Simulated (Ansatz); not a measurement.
`C[O][W]([OH])([F])([F])=[S]`. Total charge 0; spin multiplicity 1. W: def2 effective core potential. The structure was optimised at the PBE0-D4/def2-TZVP level. It is one conformer, not always the lowest.

```xyz
11

C    -1.809   -0.301   -0.234
O    -0.532    0.252   -0.419
W     1.169   -0.069    0.261
O     1.796    1.391   -0.737
F     0.640   -1.873    0.222
F     2.881   -0.781    0.074
S     0.983    0.523    2.280
H    -1.738   -1.392   -0.214
H    -2.224    0.050    0.716
H    -2.453    0.011   -1.057
H     1.286    2.189   -0.893
```

Task: What is the dipole moment at r2SCAN/def2-TZVPP? (Best estimate.)

Result: Ansatz gave: 3.97 D, with components (-3.23, 1.93, -1.25) D in this frame, pointing from negative to positive charge.

Task: And with PBE, B3LYP, ωB97M-V? (Best estimate.)

Result: Ansatz gave: PBE 3.87 D, B3LYP 3.97 D, ωB97M-V 3.89 D.

Task: Give the Mulliken charges with r2SCAN, ωB97M-V, PBE in def2-TZVPP. (Estimate.)

Result: Ansatz gave: 
| atom | r2SCAN | ωB97M-V | PBE |
| --- | --- | --- | --- |
| C1 | 0.02 | -0.16 | -0.12 |
| O2 | -0.36 | -0.35 | -0.28 |
| W3 | 1.07 | 1.01 | 0.85 |
| O4 | -0.38 | -0.35 | -0.31 |
| F5 | -0.32 | -0.31 | -0.27 |
| F6 | -0.29 | -0.28 | -0.24 |
| S7 | -0.21 | -0.15 | -0.18 |
| H8 | 0.09 | 0.14 | 0.12 |
| H9 | 0.07 | 0.12 | 0.11 |
| H10 | 0.07 | 0.13 | 0.11 |
| H11 | 0.23 | 0.21 | 0.22 |

B3LYP here is the variant with VWN-RPA as its local correlation; programs differ in this.
